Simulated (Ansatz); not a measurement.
Gas-phase electronic energies from Ansatz, PBE0-D4/def2-TZVP geometries. CCSD(T)/CBS is the MP2 limit (def2-TZVPP, def2-QZVPP) plus CCSD(T) − MP2 in def2-TZVPP, frozen cores. This one scheme is used for every species. Functionals use def2-TZVPP. B3LYP here is the variant with VWN-RPA as its local correlation; programs differ in this. One conformer a species, not always the lowest.

Consider the ligand exchange at a B–S bond: `OB(S)Cl` + CH₃OH → `COB(O)Cl` + H₂S.

`OB(S)Cl`:

Z-matrix (Å, degrees):
```
B
S 1 1.800
Cl 1 1.770 2 117.6
O 1 1.348 2 121.5 3 180.0
H 2 1.344 1 94.9 3 -180.0
H 4 0.962 1 113.2 2 -180.0
```

CH₃OH:

Z-matrix (Å, degrees):
```
C
O 1 1.409
H 1 1.097 2 112.4
H 1 1.090 2 107.0 3 -118.5
H 1 1.097 2 112.4 3 123.0
H 2 0.959 1 108.5 3 -61.6
```

`COB(O)Cl`:

Z-matrix (Å, degrees):
```
C
O 1 1.415
H 1 1.092 2 111.0
H 1 1.089 2 107.2 3 -119.4
H 1 1.092 2 111.0 3 121.2
B 2 1.350 1 123.5 3 -60.5
Cl 6 1.770 2 122.0 1 0.0
O 6 1.352 2 120.5 1 180.0
H 8 0.962 6 111.6 2 0.0
```

H₂S:

Cartesian coordinates in Å:
```
S -0.058 -0.295 0.541
H 0.093 -0.702 -0.727
H -0.035 0.998 0.186
```

```tsv
level	ΔE (kJ/mol)	difference from CCSD(T)/CBS
PBE-D4	-55.7	10.3
ωB97X-V	-67.2	-1.2
B2PLYP	-67.9	-1.9
PBE0	-59.2	6.8
B3LYP	-67.7	-1.7
MP2/def2-TZVPP	-64.8	1.2
CCSD/def2-TZVPP	-71.4	-5.4
CCSD(T)/def2-TZVPP	-68.9	-2.9
HF/def2-QZVPP	-81.5	-15.5
SCS-MP2/def2-QZVPP	-66.8	-0.8
CCSD(T)/CBS	-66.0	0
```

Largest T1 diagnostic among the species: 0.012.

From PBE to PBE0 (25 % exact exchange), in def2-TZVPP and without D4, ΔE moves by −4.0 kJ/mol. In def2-TZVPP, CCSD(T) changes the Hartree–Fock value by +11.5 kJ/mol (the triples alone add +2.5 kJ/mol) and MP2 by +15.7 kJ/mol.
